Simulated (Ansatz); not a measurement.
Pb4O3, relaxed as a singlet with RKS PBE-D4/def2-SVP in Ansatz, starting from the GFN1-xTB geometry. Force threshold 0.02 eV/Å.

In the def2 sets Pb takes a core potential; there is no spin–orbit coupling. The restricted singlet is unstable towards broken spin symmetry in Hartree–Fock (as tested in another run); at PBE-D4/def2-SVP this wasn't settled. The structure comes from a short search, and lower isomers may exist.

Start:

```xyz
7

Pb   -0.173   -1.676    1.259
Pb   -1.352    1.202    0.015
Pb    0.448   -0.952   -1.825
Pb    1.917    0.678    0.543
O    -1.385   -0.986   -0.511
O     0.558    1.204   -1.177
O    -0.013    0.530    1.695
```

```csv
step,energy (eV),largest force component (eV/Å),SCF passes
1,-27132.8299,1.321,23
2 (rejected),-27132.5554,1.964,27
3,-27132.9438,0.144,21
4,-27132.9472,0.021,22
5,-27132.9473,0.008,16
```

Force components are those of the run's own axes.

End:

```xyz
7

Pb   -0.187   -1.721    1.300
Pb   -1.401    1.247    0.013
Pb    0.450   -0.972   -1.882
Pb    1.968    0.708    0.561
O    -1.374   -0.981   -0.506
O     0.557    1.196   -1.169
O    -0.013    0.524    1.683
```

By distances, no bond broke or formed. The bond that changes most is Pb2–O5, from 2.25 to 2.29 Å (atoms count from 1).

No frequencies were taken in this run, so the end may be a saddle point.

It took 5.5 s on 4 threads of Intel Xeon 6975P-C on a shared host.
